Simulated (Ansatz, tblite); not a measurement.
Removing and adding an electron: GeMe3(OSiMe3) (C6H18GeOSi). Charge 0, multiplicity 1. Geometry: PBE0-D4/def2-SVP. Ansatz, gas phase; energy differences of separate SCF runs; the oxidised species was run as a doublet alone; the reduced species was run as a doublet alone.

```xyz
27

Ge    0.451    1.113   -1.142
C     1.031    2.952   -0.910
H     0.250    3.535   -0.400
H     1.241    3.421   -1.883
H     1.944    2.986   -0.298
C     1.835    0.008   -1.957
H     2.113    0.402   -2.947
H     1.485   -1.027   -2.083
H     2.733   -0.005   -1.323
C    -1.224    0.993   -2.133
H    -2.026    1.512   -1.588
H    -1.522   -0.056   -2.273
H    -1.121    1.457   -3.126
O     0.163    0.511    0.513
Si   -0.360   -0.841    1.322
C    -2.146   -1.220    0.868
C    -0.230   -0.468    3.153
C     0.719   -2.319    0.886
H    -2.529   -2.074    1.449
H    -2.248   -1.471   -0.200
H    -2.795   -0.354    1.074
H    -0.848    0.405    3.417
H    -0.566   -1.322    3.762
H     0.811   -0.238    3.431
H     0.628   -2.587   -0.179
H     1.780   -2.105    1.090
H     0.433   -3.205    1.477
```

The xTB rows come from tblite. Correlated methods freeze 21 core orbitals; core or outer-core shells of Ge are correlated, in sets that lack core-valence functions.

Question: Estimate orbital energies and vertical ionisation energies and electron affinities at: GFN1-xTB; GFN2-xTB; PBE-D4/def2-TZVP; PBE0-D4/def2-TZVP; B2PLYP/def2-TZVP.

Answer: 
```
            level  −HOMO (eV)  vertical IE (eV)  −LUMO (eV)  vertical EA (eV)  HOMO–LUMO gap (eV)  IE − EA (eV)                       remarks
         GFN1-xTB       11.10             13.35        4.39              2.24                6.71         11.12                             –
         GFN2-xTB       10.26             12.59        3.50              1.13                6.77         11.46                             –
 PBE-D4/def2-TZVP        6.13                 –        0.13             -1.37                6.00             –  HOMO above zero (-1 doublet)
PBE0-D4/def2-TZVP        7.52              9.12       -0.63             -1.69                8.15         10.81  HOMO above zero (-1 doublet)
 B2PLYP/def2-TZVP           –              9.30           –             -1.80                   –         11.11                             –
```

Run but left out: PBE-D4/def2-TZVP (charge +1 doublet: an occupied level 0.09 eV above an empty one).   A HOMO above zero means that the electron is unbound at that level or that self-interaction error raises the level; the energy of removing that electron tells which. Raw xTB energy differences between charge states are shifted by several eV; the methods need an empirical correction for them. Sets without diffuse functions give affinities that are too small. A negative affinity means that the extra electron isn't bound; its size then hangs on the basis.
